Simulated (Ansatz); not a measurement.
Ge25SbH34, a doped nanocrystal cut from the lattice of germanium (Sb on an inner site). Charge 0, multiplicity 2. Geometry r2SCAN-D4/def2-SVP, basis def2-SVP, Ansatz.

Cartesian coordinates in Å:
```
Ge 2.778 -2.384 2.356
Ge 3.578 1.749 1.068
Ge 1.027 0.102 -5.120
Ge 2.759 2.678 -2.658
Ge 1.944 -1.067 -1.382
Ge -1.586 -3.074 0.284
Ge -0.153 0.463 1.732
Ge -1.015 1.731 -2.095
Ge -0.660 -2.922 4.045
Ge -3.779 -0.866 2.789
Ge 0.702 4.277 0.382
Ge -3.484 2.719 1.029
Ge 2.703 -2.926 -0.013
Ge 1.799 -1.736 -3.724
Ge -0.893 -4.456 2.179
Ge 3.435 0.855 -1.187
Ge 0.849 -1.179 3.254
Ge 1.344 2.392 1.776
Ge 2.629 1.920 -4.964
Ge -1.150 0.896 -4.383
Ge 0.604 3.547 -1.930
Sb -0.551 -0.585 -0.661
Ge -3.827 -2.257 0.794
Ge -2.384 1.110 2.494
Ge -3.261 2.315 -1.358
Ge -2.847 -2.079 4.675
H 2.887 -3.706 3.147
H 4.071 -1.591 2.618
H 4.478 3.002 1.029
H 4.211 0.740 2.043
H 0.940 -0.386 -6.585
H 3.824 3.793 -2.532
H -1.680 -3.924 -1.009
H 0.025 -3.611 5.248
H -5.211 -0.389 3.131
H 1.768 5.379 0.552
H -0.657 4.859 0.817
H -2.967 4.134 1.353
H -4.989 2.692 1.377
H 4.117 -3.343 -0.472
H 1.757 -4.117 -0.261
H 3.195 -2.195 -4.202
H 0.840 -2.940 -3.837
H 0.449 -5.159 1.900
H -1.946 -5.544 2.490
H 4.829 0.354 -1.642
H 1.353 -0.355 4.467
H 1.389 2.847 3.255
H 4.019 1.444 -5.434
H 2.194 3.090 -5.869
H -1.641 2.002 -5.343
H -2.172 -0.259 -4.430
H 0.193 4.725 -2.847
H -4.362 -1.414 -0.385
H -4.821 -3.414 1.031
H -2.220 1.782 3.882
H -4.173 1.126 -1.728
H -3.783 3.553 -2.117
H -3.751 -3.263 5.078
H -2.727 -1.136 5.890
```

```tsv
run	HOMO (eV)	LUMO (eV)
A	-4.14	-3.71
B	-4.84	-3.08
C	-5.05	-2.96
D	-4.37	-3.56
```

In the def2 sets Sb takes a core potential; there is no spin–orbit coupling. Single mean-field runs in def2-SVP are fitted with def2-universal-jkfit.

HOMO and LUMO are taken over both spins.

Q: The runs used PBE, PBE0, r2SCAN, r2SCAN0. Estimate which is which.

A: A PBE (0 % exact exchange); B PBE0 (25 % exact exchange); C r2SCAN0 (25 % exact exchange); D r2SCAN (0 % exact exchange). Exact exchange lowers occupied and raises empty levels; among semilocal functionals meta-GGAs tend to open the gap a little, and such runs are hard to tell apart. The gap grows from 0.43 eV (PBE) to 2.09 eV (r2SCAN0).
